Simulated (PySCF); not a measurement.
## Correlation energy of Pt⁶²⁺ (platinum, charge +62)

[Ne] 3s2 3p4, high-spin 3P determinant. Calculation: PySCF 2.14, in an even-tempered Gaussian basis (17 s from 17 bohr⁻², ratio 2.5; 12 p from 22 bohr⁻², ratio 2.5; 4 d from 89 bohr⁻², ratio 2.7; 4 f from 130 bohr⁻², ratio 2.7); the spin-free X2C one-electron Hamiltonian (Gaussian nucleus). Frozen: 1s2; 14 electrons correlated; the 17 highest virtual orbitals of each spin left out.

```csv
level,correlation energy (mhartree)
CCSD,-628.05
(T),-0.54
CCSD(T),-628.59
```

Diagnostics: T1 = 0.00025, D1 = 0.0011, largest double amplitude 0.012.

**Question.** Is a single reference adequate?

**Answer.** Yes, within this model without spin-orbit coupling: T1 lies below 0.03 and no double amplitude reaches 0.07.

At this charge the one-electron X2C treatment keeps the bare 1/r₁₂, with no two-electron picture change or Breit term. The effect here is smaller than on the frozen 1s shell; and a scalar Hamiltonian misses the large spin-orbit splitting of the p shells, which matters for ns² → np² pairs.

Spin-orbit coupling is strong in this species, so the high-spin LS determinant is a model state.
